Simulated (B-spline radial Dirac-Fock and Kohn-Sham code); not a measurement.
**Dipole and non-dipole photoemission parameters of Os⁺ 5d5/2**

System: Os⁺ in the configuration 1s2 2s2 2p6 3s2 3p6 3d10 4s2 4p6 4d10 4f14 5s2 5p6 5d6 6s1; threshold 17.53 eV (orbital energy of the model). Level of theory: Dirac-Hartree-Slater photoionisation with a Latter tail; cross sections with all multipoles, angular parameters from the dipole term and its interference with E2; a radial B-spline solver.

The run's input, task.json:

```json
{"items": [{
  "Z": 76,
  "q": 1,
  "cfg": [[1, 0, 2], [2, 0, 2], [2, 1, 6], [3, 0, 2], [3, 1, 6], [3, 2, 10], [4, 0, 2], [4, 1, 6], [4, 2, 10], [4, 3, 14], [5, 0, 2], [5, 1, 6], [5, 2, 6], [6, 0, 1]],
  "A": 192,
  "rrms": 5.4126,
  "do": "xps",
  "hv": [65.7, 80, 94.7, 108.0, 140.0, 160.0, 167.0, 200, 203.0, 247.0, 329.0, 369.0, 492.0, 600, 697.0, 731.0, 986.0, 1220.0, 1486.9, 2070.0, 2480.0, 4000, 4720.0, 4950.0, 5414.7, 8047.8, 11200.0, 12700.0, 12900.0, 15000]
}]}
```

Command: `python xray2_run.py task.json out`

```
hν (eV)  σ (kb)       β       γ       δ
   65.7    2050   1.337   0.047   0.016
     80     969   1.602   0.104   0.017
   94.7     474   1.824   0.182   0.015
    108     260   1.960   0.260   0.008
    140    76.9   1.781   0.379  -0.018
    160    44.4   1.136   0.307  -0.023
    167    38.5   0.837   0.253  -0.020
    200    27.8  -0.325  -0.016   0.021
    203    27.6  -0.382  -0.032   0.025
    247    28.7  -0.504  -0.068   0.061
    329    32.3   0.069   0.105   0.057
    369    32.5   0.288   0.160   0.048
    492    29.3   0.708   0.203   0.023
    600    25.1   0.914   0.169   0.011
    697    21.6   1.035   0.123   0.005
    731    20.5   1.068   0.107   0.003
    986       ?       ?       ?       ?
   1220    9.79   1.305  -0.032   0.003
 1486.9    6.87   1.351  -0.038   0.008
   2070    3.52   1.383   0.038   0.020
   2480    2.35   1.381   0.124   0.028
   4000   0.717   1.319   0.488   0.058
   4720   0.457   1.282   0.649   0.073
   4950   0.400   1.270   0.698   0.078
 5414.7   0.310   1.245   0.792   0.088
 8047.8  0.0949   1.119   1.229   0.144
  11200  0.0329   0.998   1.607   0.212
  12700  0.0217   0.949   1.749   0.244
  12900  0.0205   0.943   1.767   0.248
  15000  0.0123   0.883   1.931   0.293
```

**Question.** Give the values at 986 eV.

**Answer.** σ = 13.7 kb, β = 1.231, γ = 0.010, δ = 0.000.

Values without a named source are computed, but for edge energies of neutral atoms, which are taken from tables.
